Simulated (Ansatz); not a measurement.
```yaml
crystal:
  periodic: [false, false, false]
  atoms:
    - {symbol: C, position_ang: [-0.567361, 0.258895, 3.149830]}
    - {symbol: C, position_ang: [-0.622813, 0.220521, 1.935780]}
    - {symbol: Zr, position_ang: [-0.698493, 0.146795, -0.232714]}
    - {symbol: F, position_ang: [-2.451190, 0.514931, -0.814111]}
    - {symbol: C, position_ang: [0.663277, 1.625502, -1.052909]}
    - {symbol: C, position_ang: [1.435056, 2.448799, -1.505691]}
    - {symbol: C, position_ang: [-0.110762, -1.831074, -0.908207]}
    - {symbol: C, position_ang: [0.228524, -2.938014, -1.279745]}
    - {symbol: H, position_ang: [-0.517409, 0.292281, 4.215624]}
    - {symbol: H, position_ang: [2.113596, 3.171036, -1.902539]}
    - {symbol: H, position_ang: [0.527565, -3.909670, -1.605308]}
basis:
  gaussian: {orbitals: def2-TZVP}
hamiltonian: {xc: {name: revPBE0}, dispersion: d4}
accuracy: high
scf: {max_iter: 3}
```

```sh
$ ansatz run in.yaml --threads 4 --pin off --events-out ev --progress --plain --max-ram 11315MiB
```

Question: How does Ansatz answer? (An estimate is asked.)

Answer: Computed: The program refused the input.
```
Error: invalid value for `basis.gaussian`: such a run doesn't read scf.max_iter; remove what it names
```
